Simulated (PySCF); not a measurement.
Excitations are Tamm–Dancoff values on a coarser integration grid. The basis has no diffuse functions, so Rydberg states are missing or too high.

Cartesian coordinates (Å):
SMILES: C=CC(C)=O
```xyz
11

C      1.9424    -0.6205    -0.0333
C      0.6210    -0.5631     0.0953
C     -0.1798     0.5389    -0.5160
C     -1.6719     0.4738    -0.2943
O      0.3366     1.4324    -1.1525
H      2.5256    -1.4178     0.4081
H      2.4659     0.1450    -0.5931
H      0.0813    -1.3214     0.6520
H     -2.0688    -0.4640    -0.6928
H     -2.1607     1.3164    -0.7768
H     -1.8916     0.4803     0.7769
```
Charge 0, spin multiplicity 1.

### Question
Give the total energy, brightest of the four lowest singlets (TDA), HOMO–LUMO gap, HOMO and T1 excitation (TDA) at the level TPSSh-D3(BJ)/def2-TZVP // B3LYP-D3(BJ)/def2-TZVP run with PySCF.

### Answer

* **total energy**: -6295.18 eV
* **brightest of the four lowest singlets (TDA)**: 6.34 eV
* **HOMO–LUMO gap**: 4.31 eV
* **HOMO**: -6.42 eV
* **T1 excitation (TDA)**: 3.10 eV
